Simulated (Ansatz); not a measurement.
## Worked example: C2H6S2 + SnH2(CN) → C2H5S2 + SnH3(CN)

Species: C2H6S2 `CSSC`, singlet; SnH2(CN), doublet; C2H5S2 `[CH2]SSC`, doublet; SnH3(CN), singlet. A radical takes H: the energy is the difference in strength between the C–H bond broken and the Sn–H bond made.

Shapes, held fixed at every level: PBE0-D4/def2-TZVP. Flexible molecules stand in one conformer, not always the lowest. Programs: Ansatz 0.2.0. The zero-point and thermal change to 298 K, harmonic and unscaled (PBE0-D4/def2-TZVP), is -14.7 kJ/mol.

At CCSD(T)/def2-TZVPP; 1 Eh = 2625.50 kJ/mol:

| species | energy (Eh) |
| --- | --- |
| C2H6S2 | -875.143345 |
| SnH2(CN) | -307.502532 |
| C2H5S2 | -874.481197 |
| SnH3(CN) | -308.129972 |

Problem. Work out ΔH(298 K) of the reaction at this level.

Solution. 
1. Products less reactants: (-874.481197) + (-308.129972) − [(-875.143345) + (-307.502532)] = 0.034708 Eh = +91.1 kJ/mol.
2. With the thermal change: +91.1 + (-14.7) = +76.4 kJ/mol.

Other levels give +68.5 (HF/def2-TZVPP) to +86.5 kJ/mol (CCSD(T)/def2-SVP). No measured value is set beside it here. Open shells run unrestricted unless RO is named. For atoms past krypton def2 sets carry core potentials with scalar relativity. Correlated rows may include outer-core shells of Sn, which these sets cover unevenly.
